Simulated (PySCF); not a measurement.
Compound: C₅H₄ClF₄ (doublet state).
Geometry (GFN2-xTB, Å), atoms numbered from 1 in this order:
```
atom  x, y, z in Å
F1    -2.6453   -0.3008    0.6816
C2    -1.5516   -0.4929   -0.1054
C3    -0.3151   -1.0379    0.6379
C4     0.4036    0.1940    0.2202
C5     1.8440    0.4680    0.0678
F6     2.1079    1.7758   -0.0422
F7     2.3925   -0.1198   -1.0254
F8     2.5516    0.0050    1.1133
C9    -0.7731    0.8030   -0.4271
Cl10  -0.5800    1.1784   -2.1782
H11   -1.8677   -1.0626   -0.9805
H12   -0.4748   -1.1332    1.7150
H13    0.0934   -1.9825    0.2714
H14   -1.1859    1.7048    0.0296
```

The hyperfine couplings belong to this conformer and change with its torsions.

Identity: `F[C@@H]1C[C](C(F)(F)F)[C@H]1Cl` [radical].

Method: UKS B3LYP, pcH-1 on C Cl F H, non-relativistic, mean-field spin-orbit, GIAO in PySCF. Isolated species at its GFN2-xTB geometry, gas phase. A GFN2-xTB geometry isn't a minimum of the functional, and hyperfine couplings can be far from their values at a DFT geometry. The SCF solution wasn't tested for stability.

Q: The isotropic 19F couplings, averaged over equivalent nuclei, are +59.8, -7.9 MHz. Assign them to F1; F6/F7/F8.

A: 
```
    site  a_iso (MHz)  ρ(0) (bohr⁻³)         position  distance from C4 (Å)  bound to  spin population there  largest |T| (MHz)
      F1         -7.9        -0.0019  3 bonds from C4                  3.12        C2                  +0.02               10.6
F6/F7/F8        +59.8        +0.0142  2 bonds from C4                  2.35        C5                  -0.03               85.0
```

Q: Match the computed a_iso(13C) values +107.0, -34.9, -29.5, -23.6, +17.3 MHz with the sites C2; C3; C4; C5; C9.

A: 
| site | a_iso (MHz) | ρ(0) (bohr⁻³) | position | distance from C4 (Å) | spin population | largest \|T\| (MHz) |
| --- | --- | --- | --- | --- | --- | --- |
| C2 | +17.3 | +0.0154 | 2 bonds from C4 | 2.10 | +0.02 | 3.4 |
| C3 | -29.5 | -0.0262 | 1 bond from C4 | 1.49 | -0.08 | 3.5 |
| C4 | +107.0 | +0.0952 | largest spin population | 0.00 | +0.92 | 155.4 |
| C5 | -34.9 | -0.0310 | 1 bond from C4 | 1.47 | -0.03 | 2.8 |
| C9 | -23.6 | -0.0210 | 1 bond from C4 | 1.47 | -0.07 | 3.7 |

Q: Match the computed a_iso(1H) values +123.5, +108.9, +97.0, -4.7 MHz with the sites H11; H12; H13; H14.

A: 
```
site  a_iso (MHz)  ρ(0) (bohr⁻³)            position  distance from C4 (Å)  bound to  spin population there  largest |T| (MHz)
 H11         -4.7        -0.0010  γ, 3 bonds from C4                  2.86        C2                  +0.02                4.9
 H12       +123.5        +0.0276  β, 2 bonds from C4                  2.18        C3                  -0.08                9.3
 H13       +108.9        +0.0244  β, 2 bonds from C4                  2.20        C3                  -0.08                7.5
 H14        +97.0        +0.0217  β, 2 bonds from C4                  2.20        C9                  -0.07                8.3
```

ρ(0) is the spin density at the nucleus and T the dipolar tensor; a_iso includes a spin–orbit part; entries for several nuclei are means. Largest spin populations (Mulliken): C4 (+0.92), C3 (-0.08), C9 (-0.07) and Cl10 (+0.06). No atom but C4 exceeds +0.15. The positive populations add up to 1.19 and the negative ones to -0.19, together 2S = 1. The angles at C4 add up to 356.7°, so it is nearly planar.

Nuclei that the bonding pattern makes equivalent are averaged, as if the motion that swaps them (rotation, inversion, ring flip) were fast. The three 19F nuclei of mean +59.8 MHz run from 24.3 to 118.0 MHz in the frozen geometry.
